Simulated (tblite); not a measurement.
Write a Z-matrix for InChI=1S/C8H9O/c1-2-7-4-3-5-8(9)6-7/h2-3,6H,1,4-5H2 as optimised with GFN2-xTB. (Doublet state.)

Z-matrix in Å and degrees, rows numbered from 1:
```
C 
C   1  1.3332
C   2  1.4420  1  125.99
C   3  1.3508  2  122.25  1   176.99
C   4  1.4461  3  122.02  2  -177.21
O   5  1.2125  4  127.54  3  -146.17
C   5  1.5645  4  111.77  3    31.90
C   7  1.4493  5   94.76  4   -64.43
C   8  1.4780  7  116.97  5    73.27
H   1  1.0760  2  121.18  3   179.84
H   1  1.0766  2  122.75  3    -0.47
H   2  1.0826  1  119.15  3  -179.51
H   4  1.0793  3  121.46  2     3.37
H   7  1.0860  5  109.64  4   176.68
H   7  1.0893  5  109.57  4    53.58
H   8  1.0763  7  120.22  5   -89.36
H   9  1.0913  3  109.70  2   -56.41
H   9  1.0968  3  107.05  2    60.40
```

C8 (carbon bonded to 2 C and H) is almost planar (angles 120.4°, 120.2° and 117.0°, sum 357.6°, 0.12 Å off the plane of its three neighbours). C1 (carbon bonded to C and 2 H) is planar (angles 122.7°, 121.2° and 116.1°, sum 360.0°, 0.00 Å off the plane of its three neighbours). The 6-membered ring C3–C4–C5–C7–C8–C9 has internal angles of 94.8° to 122.0° (sum 674°, against 720° for a flat polygon); it is puckered, 0.26 Å rms from its mean plane, widest ring torsion 73°. C2 (carbon bonded to 2 C and H) is planar (angles 126.0°, 119.2° and 114.9°, sum 360.0°, 0.00 Å off the plane of its three neighbours).

Structure optimised with GFN2-xTB, isolated species. This method treats the open shell by occupation alone, without spin polarisation.

Point group: C1 (no symmetry element, even within 0.4 Å). Its GFN2-xTB frequencies are all real (lowest 86 cm⁻¹). Torsions: C1–C2–C3–C4 177°, C3–C4–C5–O6 -146°, C4–C5–C7–C8 -64°, C5–C7–C8–C9 73°, C7–C8–C9–C3 -44°.

One conformer stands for the species.

The numbers are calculated, not measured.
